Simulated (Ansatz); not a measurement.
**ReOF3 in a box, plane waves**

Ansatz 0.2.0, DFT PBE, spin-orbit coupling, plane waves, PAW, molecule in a box. The geometry was relaxed with Gaussian bases (BP86; Re def2-SVP with ECP60, O def2-SVP, F def2-SVP).

```yaml
crystal:
  lattice:
    - [12.48, 0.0, 0.0]
    - [0.0, 12.55, 0.0]
    - [0.0, 0.0, 9.92]
  atoms:
    - { symbol: Re, position: [0.50777244, 0.49982072, 0.50154032] }
    - { symbol: O, position: [0.63908253, 0.49982072, 0.54610685] }
    - { symbol: F, position: [0.49730369, 0.6410757, 0.45362903] }
    - { symbol: F, position: [0.36057692, 0.49982072, 0.54404536] }
    - { symbol: F, position: [0.49730369, 0.35856574, 0.45362903] }
basis:
  ecutwfc: 420
  ecutrho_ratio: 4
kpoints:
  mp_grid: { grid: [1, 1, 1] }
hamiltonian:
  xc: pbe
scf:
  occupations: { method: gaussian, width: 0.01 }
output:
  forces: true
  eigenvalues: true
  populations: true
  write_density: true
  write_potential: true
  elf: true
  volumetric_format: npy
magnetization:
  noncollinear: true
  spin_orbit: true
```

Command:
```sh
ansatz run input.yaml --threads 2 --pin off --max-ram 5120MiB --backend cpu --events-out ev --progress --plain --runs-dir out
```
It took 14 s on 2 threads of Intel(R) Xeon(R) Platinum 8375C CPU @ 2.90GHz (Ice Lake), with other jobs on the host, peak memory 2.1 GiB.

Q: How does the SCF go?

A: 
```
SCF iter   1: F=—  HF=-13889.486872 eV  |F-HF|=—  |Δ(HF+E_count)|=         —  Δρ=3.38e-2
preconditioner: auto → Resta (q_TF=auto, 1.495 Å⁻¹)  ε∞=1.2  [insulator: Δε(μ)=1.164 eV  Ē_g=9.683 eV  σ=0.010 eV  W_gap=1.00  n_s
spin=Noncollinear: Resta preconditioning applied to the charge; magnetization (m_x, m_y, m_z) channels mix plain (no charge-respon
SCF iter   2: F=—  HF=-13885.781722 eV  |F-HF|=—  |Δ(HF+E_count)|=    3.71e0  Δρ=1.88e-2
SCF iter   3: F=—  HF=-13885.186891 eV  |F-HF|=—  |Δ(HF+E_count)|=   5.95e-1  Δρ=9.35e-3
...
SCF iter   7: F=—  HF=-13885.040595 eV  |F-HF|=—  |Δ(HF+E_count)|=   2.83e-5  Δρ=9.60e-5
SCF iter   8: F=—  HF=-13885.040850 eV  |F-HF|=—  |Δ(HF+E_count)|=   2.55e-4  Δρ=4.42e-5
SCF iter   9: F=—  HF=-13885.040849 eV  |F-HF|=—  |Δ(HF+E_count)|=   2.98e-7  Δρ=1.56e-5
SCF iter  10: F=—  HF=-13885.040849 eV  |F-HF|=—  |Δ(HF+E_count)|=   2.76e-7  Δρ=4.15e-6
SCF iter  11: F=-13885.040849 eV  HF=-13885.040849 eV  |F-HF|=7.66e-10  |Δ(HF+E_count)|=   1.24e-8  Δρ=7.66e-7
```

Q: Which levels lie next to the highest filled one (eV, counted from it)?

A: Filled: -3.80, -3.80, -3.74, -3.74, -3.23, -3.23, -3.13, -3.13, 0.00, 0.00. Empty: 1.01, 1.01, 2.09, 2.09, 2.44, 2.44, 5.19, 5.19.

Q: What forces are left at this geometry, relaxed with Gaussian bases (eV/Å)?

A: 
```
Re   0.58  0.00 -0.01
O   -0.57  0.00 -0.05
F   -0.09 -0.12  0.03
F    0.18  0.00  0.00
F   -0.09  0.12  0.03
```

The forces come from the other functional as well as from the basis.
